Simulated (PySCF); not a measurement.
Dipole response of Fe (iron, neutral)

[Ar] 3d8, high-spin 3F determinant (an excited configuration). All numbers are calculated (PySCF 2.14, the spin-free X2C one-electron Hamiltonian (Gaussian nucleus), in x2c-QZVPPall with one added diffuse shell each of s, p, d, f, g type (12s8p6d5f3g, 128 functions)). Coupled (time-dependent) response in atomic units; α is the mean over directions.

| method | mean α (bohr³) | C₆ (like pair) | S(−4) |
| --- | --- | --- | --- |
| UHF | 82.76 | 257.8 | 115200 |

S(−4) is the Cauchy moment in α(ω) = α(0) + S(−4) ω² + …

α(iu) at UHF:

```csv
u (hartree),α(iu) (bohr³)
0,82.76
0.0500,31.59
0.100,21.46
0.200,14.25
0.300,10.55
0.500,6.804
0.750,4.597
1.00,3.393
1.50,2.140
2.00,1.505
3.00,0.8774
5.00,0.4113
```

⟨S²⟩ = 2.08 against 2.00 shows spin contamination.
